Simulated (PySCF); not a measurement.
NbCl₄, SMILES [Cl][Nb]([Cl])([Cl])[Cl] (connectivity only; charge and spin as stated), neutral, multiplicity 2. Atoms are numbered in the order given.

```xyz
5

Nb     0.0000     0.0000     0.0000
Cl     1.3969    -1.3969     1.1624
Cl    -1.3969     1.3969     1.1624
Cl     1.3969     1.3969    -1.1624
Cl    -1.3969    -1.3969    -1.1624
```
Charge 0, spin multiplicity 2.

The structure is a stationary point at B3LYP-D3(BJ)/def2-SVP. The multiplicity is an assumed one; other spin states were not compared. The def2 effective core potentials stand for the cores of Nb; spin–orbit coupling is left out.

These are PBE/def2-TZVP in PySCF values and carry that method's errors.

Gas-phase values at a fixed geometry.

Computed frontier levels, dipole moment and polarisability:
| Property | Result |
|---|---|
| α spin, highest occupied and lowest empty level | -4.87 and -4.62 eV |
| β spin, highest occupied and lowest empty level | -8.32 and -4.28 eV |
| dipole moment | 0.00 D |
| quadrupole, principal values (traceless, Buckingham form, about the centre of nuclear charge) | -0.24, -0.24, 0.49 D·Å |
| mean static polarisability | 97.9 bohr³ (14.51 Å³) |
| polarisability, principal values | 92.7, 100.6, 100.6 bohr³ |
| ⟨S²⟩ | 0.753 (pure state 0.75) |
